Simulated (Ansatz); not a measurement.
Al4Ga3⁺. Total charge 1; singlet. Geometry PBE-D4/def2-SVP, basis def2-TZVP, Ansatz.

```xyz
7

Al    0.162   -1.000   -1.747
Al   -2.006    0.037   -0.404
Al    2.071    0.143   -0.397
Al    0.091    1.648   -1.164
Ga    0.971   -0.389    1.877
Ga   -0.688    1.482    1.292
Ga   -0.600   -1.920    0.542
```

```json
{"run": "A", "HOMO (eV)": "-9.76", "LUMO (eV)": "-6.80"}
{"run": "B", "HOMO (eV)": "-9.21", "LUMO (eV)": "-7.24"}
{"run": "C", "HOMO (eV)": "-9.40", "LUMO (eV)": "-7.36"}
{"run": "D", "HOMO (eV)": "-9.20", "LUMO (eV)": "-7.39"}
{"run": "E", "HOMO (eV)": "-10.46", "LUMO (eV)": "-5.91"}
```

The structure comes from a short search, and lower isomers may exist.

Task: The runs used B97M-V, CAM-B3LYP, PBE, PBE0, r2SCAN. Estimate which is which.

Result: A PBE0 (25 % exact exchange); B B97M-V (0 % exact exchange); C r2SCAN (0 % exact exchange); D PBE (0 % exact exchange); E CAM-B3LYP (range-separated). Exact exchange lowers occupied and raises empty levels; among semilocal functionals meta-GGAs tend to open the gap a little, and such runs are hard to tell apart. The gap grows from 1.81 eV (PBE) to 4.55 eV (CAM-B3LYP). The restricted singlet is unstable towards broken spin symmetry in Hartree–Fock (as tested in another run); at PBE0-D4/def2-TZVP, B97M-V/def2-TZVP, r2SCAN-D4/def2-TZVP, PBE-D4/def2-TZVP and others this wasn't settled.
